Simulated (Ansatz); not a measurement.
Molecule: C2H7Ge, net charge 0, doublet state. It need not be the lowest isomer of its formula. 
Geometry from a B3LYP-D3(BJ)/def2-TZVP (Ansatz, a quantum-chemistry and plane-wave program) optimisation:
```xyz
10

C     -1.6453    -0.6967     0.0449
Ge    -0.0281     0.3527    -0.0701
C      1.5683    -0.7654     0.2346
H     -2.1019    -1.1519    -0.8256
H     -2.1379    -0.8947     0.9894
H      0.0609     0.9941    -1.4705
H     -0.0696     1.4692     0.9948
H      1.5209    -1.2224     1.2225
H      2.4693    -0.1553     0.1701
H      1.6208    -1.5541    -0.5152
```
Charge 0, spin multiplicity 2.

Dipole moments at this geometry, in debye (magnitudes).

| level | program | dipole (D) |
|---|---|---|
| BLYP/def2-TZVPD | Ansatz | 0.65 |
| revPBE/def2-TZVPD | Ansatz | 0.66 |
| r2SCAN/def2-TZVPD | Ansatz | 0.67 |
| B97M-V/def2-TZVPD | Ansatz | 0.73 |
| B3LYP/def2-TZVPD | Ansatz | 0.63 |
| BHLYP/def2-TZVPD | Ansatz | 0.61 |
| r2SCANh/def2-TZVPD | Ansatz | 0.66 |
| HSE06/def2-TZVPD | Ansatz | 0.64 |
| wB97M-V/def2-TZVPD | Ansatz | 0.61 |
| CCSD(T)/aug-cc-pVDZ | Ansatz | … |

Question: Complete the blanks.

Answer: 
- CCSD(T)/aug-cc-pVDZ, dipole (D): 0.60
